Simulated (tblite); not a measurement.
Task: Give a GFN2-xTB geometry of `[CH2]C(=S)C(F)=C(F)F` [radical]. (Doublet state.)

Result: 
```
atom  x, y, z in Å
C1    -1.869    0.221    0.089
C2    -0.673   -0.216   -0.355
S3    -0.568   -1.269   -1.719
C4     0.558    0.196    0.311
F5     0.394    1.019    1.369
C6     1.821   -0.132    0.016
F7     2.867    0.305    0.696
F8     2.205   -0.918   -0.969
H9    -2.777   -0.081   -0.401
H10   -1.948    0.879    0.939
```

Orientation and origin are arbitrary. Atoms count from 1 in this order. Of the pairs four or more bonds apart, S3···F8 is among the closest relative to their van der Waals radii: 2.89 Å, 88 % of the sum of Bondi's values. C2 (carbon bonded to 2 C and S) is planar (angles 120.8°, 120.4° and 118.8°, sum 360.0°, 0.00 Å off the plane of its three neighbours). The C–F distances run from 1.318 Å (C6–F8, drawn single) to 1.350 Å (C4–F5, drawn single), a spread of 0.032 Å. The C–C distances run from 1.337 Å (C4=C6, drawn double) to 1.459 Å (C2–C4, drawn single), a spread of 0.122 Å.

Bonds between heavy atoms (Å): C1–C2 1.349, C2=S3 1.726, C2–C4 1.459, C4–F5 1.350, C4=C6 1.337, C6–F7 1.322, C6–F8 1.318.

Computed geometry: GFN2-xTB, gas phase. This method treats the open shell by occupation alone, without spin polarisation.

Point group: Cs (tolerance 0.08 Å). Its GFN2-xTB frequencies are all real (lowest 33 cm⁻¹). Torsions: H–C1–C2–S3 0° and 180°, C1–C2–C4–F5 0°.

The run took 0.44 s wall on one thread, Intel Xeon at 2.50 GHz (x86_64), shared host with 64 logical CPUs at a one-minute load of 58. This is the geometry optimisation.

One conformer stands for the species.
